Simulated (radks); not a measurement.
Q: Cu2+, 27 electrons, occupied as [Ne] 3s1 3p6 3d9 4s1 (not the ground configuration). Calculated with a radial shooting solver on a logarithmic mesh with Libxc functionals: Dirac Kohn-Sham, PBE, spin-unpolarised, spherical densities, finite nucleus; open shells fill j = l - 1/2 first; Fermi nuclear charge, rms radius 3.8823 fm. Some entries of the table are withheld. Estimate them.

orbital  occ.  eigenvalue (eV)  <r^2> (bohr^2)  <1/r> (bohr^-1)
1s1/2       2        -8888.173             (1)            29.16
2s1/2       2        -1098.766         0.06518            6.361
2p1/2       2        -967.2882             (2)            6.316
2p3/2       4        -946.7647             (3)            6.175
3s1/2       1        -149.2922             (4)            2.023
3p1/2       2              (5)          0.6254            1.896
3p3/2       4              (6)          0.6424            1.863
3d3/2       4         -37.7030          0.9452            1.531
3d5/2       5         -37.3739          0.9560            1.523
4s1/2       1         -24.7854           5.411           0.6003

A: 
(1) 1s1/2 <r^2> (bohr^2): 0.003655
(2) 2p1/2 <r^2> (bohr^2): 0.05118
(3) 2p3/2 <r^2> (bohr^2): 0.05273
(4) 3s1/2 <r^2> (bohr^2): 0.5724
(5) 3p1/2 eigenvalue (eV): -108.2101
(6) 3p3/2 eigenvalue (eV): -105.5435
